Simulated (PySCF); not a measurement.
**Telling isomers of C$_{5}$H$_{10}$O$_{2}$ apart by NMR**

Computed data (PySCF 2.14): coordinates at the GFN2-xTB level, NMR shieldings at PBE0/pcSseg-1/GIAO. One averaged value for each set of equivalent atoms, no solvent model, relativity neglected, one computed conformer.

Chemical shifts δ = σref − σ; 1H (σref 31.72) and 13C (σref 186.93) vs TMS, all at this level. Where no couplings were computed, multiplicities follow the n + 1 count of equivalent neighbours, and m marks all less simple cases (inequivalent or close neighbours, rings, F or P nearby). Shifts are as computed. Against solution values, carbons near 30 ppm lie about +3 ppm off and those near 130 ppm about +5 ppm. Of 1211 compounds with measured shifts, 218 miss one by over three times the rms of a fit or turn the order of signals round; such compounds aren't used in these exercises. OH and NH positions are gas-phase values without hydrogen bonding to other molecules.

(1) Tabulate the signals of `COC(=O)C(C)C`, `C=C(CCO)OC` and their relative energies.

(2) What is the quickest way to tell COC(=O)C(C)C from C=C(CCO)OC?

Results:

(1) 
```tsv
SMILES	carbon types	δC	δH	E rel. (kcal/mol)
COC(=O)C(C)C	1×C 1×CH 3×CH3	184.6, 53.7, 38.1, 21.5	3.85 (s, 3H), 2.47 (sept, 1H), 1.19 (d, 6H)	0.0
C=C(CCO)OC	1×C 3×CH2 1×CH3	175.3, 84.5, 69.4, 55.9, 43.6	4.13 (br s, 1H), 3.99 (t, 2H), 3.89 (br s, 1H), 3.75 (s, 3H), 2.35 (br s, 1H), 2.25 (t, 2H)	35.0
```

Energies are electronic energies at PBE0/pcSseg-1 on these geometries, without zero-point or thermal terms, each for the one conformer computed, which needn't be the lowest.

(2) Count the carbon signals: 4 against 5. The first has an sp3 CH α to a carbonyl at 38.1 ppm, the second a β carbon of an enol-ether or enamine type C=C (CH2) at 84.5 ppm. Their most deshielded carbons lie at 184.6 and 175.3 ppm.
